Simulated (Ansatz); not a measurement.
C3H6AlFO can be A, `C[C](=O)[Al]([CH3])[F]`, or B, `CO/C(F)=[CH]/[AlH2]`.

Calculated with Ansatz (gas phase, PBE0-D4/def2-TZVP geometries, no zero-point term in ΔE). CCSD(T)/CBS is the MP2 limit (def2-TZVPP, def2-QZVPP) plus CCSD(T) − MP2 in def2-TZVPP, frozen cores. DFT in def2-TZVPP. B3LYP here is the variant with VWN-RPA as its local correlation; programs differ in this. Each species was taken in one conformer, which may not be the lowest.

A:

Z-matrix (Å, degrees):
```
C
C 1 1.507
H 1 1.096 2 109.7
H 1 1.092 2 111.0 3 -121.8
H 1 1.096 2 109.7 3 116.4
O 2 1.212 1 121.0 3 121.5
Al 2 2.033 1 121.3 3 -58.6
C 7 1.941 2 125.3 1 -0.7
F 7 1.649 2 115.0 1 179.4
H 8 1.095 7 111.0 2 -60.6
H 8 1.095 7 111.1 2 57.6
H 8 1.092 7 112.2 2 178.6
```

B:

```xyz
12

C     0.425    0.922    2.200
O     0.512    1.068    0.787
C     0.051    0.103    0.005
F    -0.450   -0.920    0.704
C     0.065    0.109   -1.330
Al   -0.603   -1.293   -2.445
H     0.863    1.829    2.609
H    -0.613    0.834    2.524
H     0.990    0.053    2.542
H     0.504    1.011   -1.746
H    -0.500   -1.108   -4.019
H    -1.244   -2.607   -1.829
```

(1) Which isomer does CCSD(T)/CBS put lower? Give the gap. (An estimate is asked.)

(2) Give E(B) − E(A) in kcal/mol with r2SCAN-D4, B3LYP, B3LYP-D4, PBE0-D4, HF/def2-TZVPP, MP2/def2-TZVPP, B2PLYP. (Estimate.)

Largest T1 diagnostic: 0.014.

Answers

(1) The calculation gave: A, by 78.9 kcal/mol.

(2) Ansatz gave: r2SCAN-D4 74.3, B3LYP 75.7, B3LYP-D4 75.5, PBE0-D4 73.7, HF/def2-TZVPP 72.8, MP2/def2-TZVPP 79.6, B2PLYP 77.4. None reverses the order clearly.

In def2-TZVPP, CCSD(T) changes the Hartree–Fock value by +4.1 kcal/mol (the triples alone add −0.2 kcal/mol) and MP2 by +6.8 kcal/mol.
